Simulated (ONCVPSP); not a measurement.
# Transferability test, ONCV potential for carbon

- Element: carbon (C)
- Generator: ONCVPSP 4.0.1
- Type: optimised norm-conserving Vanderbilt (ONCV)
- Functional: LDA (Perdew-Wang 92)
- Relativity: scalar-relativistic
- Frozen core: [He]
- Valence charge: 4
- Reference configuration: 2s2 (charge +2)
- Partial waves: 2s: rc 0.90 bohr, ncon 4, nbas 7, qcut 6.9 1/bohr, 2 projectors, debl 3.8 Ha; p scattering state at 0.03 Ha: rc 0.80 bohr, ncon 5, nbas 9, qcut 11.5 1/bohr, 2 projectors, debl 3.8 Ha; d scattering state at 0.31 Ha: rc 0.70 bohr, ncon 5, nbas 9, qcut 14.9 1/bohr, 3 projectors, debl 2.2 Ha
- Local potential: polynomial inside 0.60 bohr (lpopt 1, dvloc0 0 Ha)
- Core correction: Teter function, fcfact 1.75, rcfact 1.35

In the p channel the program set the typed energies aside and used 0.050, 3.850 Ha.

Energies are relative to the spin-unpolarised reference configuration 2s2; without spin polarisation the order of configurations can differ from experiment. Not all tests gave a result: 1 of 4 tests not solved or not reliable.

```json
{"valence configuration": "2s2 2p2", "charge": "0", "ΔE all-electron (eV)": "-35.243", "error AE − PS (meV)": "+51"}
{"valence configuration": "2s2 2p1", "charge": "+1", "ΔE all-electron (eV)": "-24.258", "error AE − PS (meV)": "+28"}
{"valence configuration": "2s1", "charge": "+3", "ΔE all-electron (eV)": "47.966", "error AE − PS (meV)": "+63"}
```
